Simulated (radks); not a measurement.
Question: Calculated with a radial shooting solver on a logarithmic mesh with Libxc functionals: scalar-relativistic Kohn-Sham, PBE, spin-polarised, spherical densities, finite nucleus; open shells are filled with parallel spins first; Fermi nuclear charge, rms radius of each element as measured or else 0.836 A^(1/3) + 0.57 fm. Response by self-consistent Sternheimer equations with the Hartree and adiabatic LDA kernel, the relativistic mass of each level held fixed and spin-orbit coupling left out. Estimate the static dipole polarisabilities of Si2+ ([Ne] 3s2) and Si+ ([Ne] 3s2 3p1) and the C6 coefficients of the three pairs.

Answer: alpha = 11.28 and 18.90 bohr^3; C6 = 38.19 (Si2+-Si2+), 61.48 (Si2+-Si+), 99.13 (Si+-Si+) hartree bohr^6.
